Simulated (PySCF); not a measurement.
# Diatomic cations of Sr with the alkali metals

CCSD(T) with double-zeta basis sets in PySCF, for the lowest determinant that a PBE0 search found; no spin–orbit coupling. De refers to high-spin ground-configuration atoms (the charge goes to the atom of lower measured ionisation energy or higher electron affinity, which is not always the lowest computed limit).

| M | basis | reference, frozen orbitals | charged atom | state (unpaired electrons) | Re (Å) | ωe (cm⁻¹) | De (eV) |
| --- | --- | --- | --- | --- | --- | --- | --- |
| Li | def2-SVP | RHF, 0 | Li+ | singlet (closed shell) | 3.503 | 212 | 1.24 |
| K | def2-SVP | RHF, 5 | K+ | singlet (closed shell) | 4.353 | 70.2 | 0.54 |
| Rb | def2-SVP | RHF, 0 | Rb+ | singlet (closed shell) | 4.574 | 50.3 | 0.46 |
| Cs | def2-SVP | RHF, 0 | Cs+ | singlet (closed shell) | 4.865 | 40.7 | 0.38 |

Task: The row for M = Na is missing. Estimate Re, ωe and De as the mean of the rows for Li and K, and compare with the calculation.

Result: The means are 3.928 Å, 141 cm⁻¹ and 0.89 eV. RHF-CCSD(T) in def2-SVP gives NaSr⁺ as a singlet (closed shell) with Re = 3.742 Å, ωe = 113 cm⁻¹, De = 0.93 eV, so the estimate is off by +18.6 pm, +25 % and -0.04 eV.

Correlated steps freeze the inner cores (0 to 5 orbitals); shallow outer-core shells are correlated. Weak bonds: CsSr⁺, RbSr⁺. Basis-set superposition, not corrected here, can be much of De in a small basis, most of all at correlated wavefunction levels. Spin–orbit coupling is left out. For an ion De counts to the pair picked by the measured ionisation energies or electron affinities, which need not be the lowest pair at this level. The CCSD T1 diagnostic is raised in SrLi⁺, a sign that a single reference may not be enough there.
